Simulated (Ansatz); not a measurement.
Calculated with Ansatz (gas phase, PBE0-D4/def2-TZVP geometries, no zero-point term in ΔE). CCSD(T)/CBS is the MP2 limit (def2-TZVPP, def2-QZVPP) plus CCSD(T) − MP2 in def2-TZVPP, frozen cores. Functionals use def2-TZVPP. For Br outer-core shells are correlated without core-valence functions, which leaves a few kJ/mol of doubt a bond. Scalar relativity is left out up to krypton. One conformer a species, not always the lowest.

`CCCCCCCCC` + HBr → `CCCCBr` + `CCCCC`  (substitution at a C–C bond)

```tsv
level	ΔE (kcal/mol)
r2SCAN0-D4	0.7
BHLYP-D4	0.2
CAM-B3LYP-D4	1.0
MP2/CBS(def2)	0.5
```

Question: What does CCSD(T)/CBS give? (An estimate is asked.)

Answer: Computed: +0.9 kcal/mol. The listed levels differ from it by -0.2, -0.7, 0.1, -0.4 kcal/mol.

Largest T1 diagnostic among the species: 0.009.

From BLYP to BHLYP (50 % exact exchange), in def2-TZVPP and without D4, ΔE moves by +2.7 kcal/mol. In def2-TZVPP, CCSD(T) changes the Hartree–Fock value by +4.1 kcal/mol (the triples alone add +0.2 kcal/mol) and MP2 by +3.8 kcal/mol. The D4 term adds +2.8 kcal/mol with B3LYP and +1.9 kcal/mol with PBE0; it sums over pairs of atoms, weighted by their polarisabilities, and B3LYP, whose exchange is more repulsive, gets the larger term.

B3LYP here is the variant with VWN-RPA as its local correlation; programs differ in this.

CCSD(T)/CBS has its own doubt, a few kJ/mol and more with outer-core shells, so smaller differences from it don't rank the levels.
